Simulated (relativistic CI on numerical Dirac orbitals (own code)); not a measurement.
Ligand-field terms of d9

Computed with a parametric ligand-field model of a d^n configuration (Racah B and C, spin-orbit zeta, crystal field), exact diagonalisation.

Field parameters in Wybourne normalisation: Td as Oh with Dq negative (B⁴₀ = 21Dq, B⁴₄ = √(5/14) B⁴₀). The field is a parameter set, without covalency.

Task: Ground term and bands for B = 360, C = 1490, ζ = 0 cm⁻¹, Td, 10Dq = -2950 cm⁻¹?

Result: Ground term 2T2 with 4.00 electrons in the two orbitals of the cubic e set. Spin-allowed: 2E 2950 cm⁻¹. Lowest spin-forbidden: none.

Task: Ground term and bands for B = 360, C = 1490, ζ = 0 cm⁻¹, Td, 10Dq = -2300 cm⁻¹?

Result: Ground term 2T2 with 4.00 electrons in the two orbitals of the cubic e set. Spin-allowed: 2E 2300 cm⁻¹. Lowest spin-forbidden: none.

Task: Ground term and bands for B = 360, C = 1490, ζ = 0 cm⁻¹, Td, 10Dq = -6840 cm⁻¹?

Result: Ground term 2T2 with 4.00 electrons in the two orbitals of the cubic e set. Spin-allowed: 2E 6840 cm⁻¹ (1462 nm). Lowest spin-forbidden: none.

Task: Ground term and bands for B = 360, C = 1490, ζ = 0 cm⁻¹, Td, 10Dq = -7490 cm⁻¹?

Result: Ground term 2T2 with 4.00 electrons in the two orbitals of the cubic e set. Spin-allowed: 2E 7490 cm⁻¹ (1335 nm). Lowest spin-forbidden: none.

Task: Ground term and bands for B = 360, C = 1490, ζ = 0 cm⁻¹, Td, 10Dq = -6520 cm⁻¹?

Result: Ground term 2T2 with 4.00 electrons in the two orbitals of the cubic e set. Spin-allowed: 2E 6520 cm⁻¹ (1534 nm). Lowest spin-forbidden: none.
